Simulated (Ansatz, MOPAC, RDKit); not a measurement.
Noncovalent pair: N2 (SMILES N#N) (first 2 atoms) with PH3 (SMILES P); geometry from B3LYP-D3(BJ)/def2-TZVP, rigid monomers moved along the line of their centres of mass till N2···H6 is 2.96 Å.
(charge 0, multiplicity 1):
| atom | x (Å) | y (Å) | z (Å) |
|---|---|---|---|
| N | -0.4741 | 0.5288 | -0.2586 |
| N | 0.5442 | 0.1394 | -0.2948 |
| P | 0.1710 | -0.1745 | 3.4052 |
| H | -0.8150 | -0.7908 | 2.5925 |
| H | -0.0345 | 1.1047 | 2.8274 |
| H | 1.2260 | -0.4985 | 2.5139 |

Counterpoise-corrected where a basis set is named; no monomer relaxation. RDKit's UFF carries no charges.

Frozen-core correlation. The state reached by PM6 isn't checked.

The values were computed with Ansatz (an electronic-structure program) with Gaussian orbitals; MOPAC for PM6 (differences of heats of formation); RDKit for the force fields. Values without a source in brackets are computed.

Problem. What is the computed interaction energy (UFF)?

Solution. -0.6 kcal/mol
